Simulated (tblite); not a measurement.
C4H7B2F3Si.
Structure used (GFN2-xTB), in Å, numbered top down from 1:
```xyz
17
C4H7B2F3Si angstrom
C     -4.245    0.468    0.576
C     -2.913   -0.071    0.432
C     -1.797   -0.520    0.308
B     -0.412   -1.076    0.178
B      0.909   -0.326    0.740
Si     2.003    0.892   -0.340
C      3.450   -0.252   -1.011
F      4.119   -0.879   -0.016
F      4.383    0.407   -1.725
F      2.990   -1.237   -1.818
H     -4.519    1.000   -0.335
H     -4.286    1.163    1.415
H     -4.964   -0.335    0.740
H     -0.333   -2.122   -0.360
H      1.309   -0.532    1.827
H      2.781    1.964    0.304
H      1.519    1.470   -1.604
```

Method: GFN2-xTB as coded in tblite; computed harmonic values from a numerical Hessian at the method's own geometry, unscaled. This tight-binding method is rough: wavenumbers can miss measured ones by several per cent, in bad cases by 10 to 20. Modes of hydrogen on boron and silicon can be 10 to 20 % off. One conformer, not necessarily the lowest. The optimisation stopped once no atom felt more than 0.01 eV/Å.

Lowest wavenumbers of the output (negative numbers stand for imaginary wavenumbers):
```
mode    cm-1
  1     -32.3
  2      10.9
  3      24.9
  4      35.2
  5      59.9
  6     132.1
  7     141.5
  8     189.6
  9     206.4
 10     224.6
 11     268.9
 12     329.6
 13     364.8
 14     377.5
 15     421.2
```

Is this structure a minimum?

Not by this Hessian. 1 mode is imaginary beyond 20i (32i cm⁻¹), so at this level the point lies at or near a first-order saddle. The curvature is small, so loose convergence or finite differences may be the whole cause.

Which atoms move in the imaginary mode?

32i: H11 (methyl hydrogen) 34 %, H12 (methyl hydrogen) 32 %, H13 (methyl hydrogen) 31 %. These are shares of the mass-weighted motion.

What is the remedy?

Step along that mode in both directions, optimise again with tighter thresholds and repeat the frequencies. The zero-point energy of this point (62.0 kcal/mol) counts the 44 real modes alone, and thermal corrections from it aren't those of a minimum.

Time: 1.2 s. Hardware: Arm Neoverse N1, one thread, no GPU, shared host with 64 logical CPUs at a one-minute load of 61. The figure is for the frequency step alone.
